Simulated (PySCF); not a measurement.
A structure optimised at TPSSh-D3(BJ)/def2-SVP, used in a PySCF frequency run:

```
Si
H 1 1.4915
H 1 1.4949 2 107.54
C 1 1.8927 2 110.70 3 -119.93
H 4 1.1017 1 111.26 2 61.48
H 4 1.1017 5 108.46 1 -121.27
H 4 1.1019 5 108.15 6 -116.79
Si 1 2.3419 2 110.89 3 117.70
F 8 1.6459 1 108.28 2 -50.72
N 8 1.7231 9 113.99 1 119.40
H 10 1.0175 8 120.59 9 -71.41
H 10 1.0179 11 110.70 8 -149.95
H 8 1.4863 9 105.57 10 116.53
```
Charge 0, spin multiplicity 1.

### Question
Write its SMILES and formula.

### Answer
C[SiH2][Si@@H](N)F, CH8FNSi2

### Question
What are its rotational constants (standard atomic weights)?

### Answer
4.6098, 1.7304, 1.3996 GHz
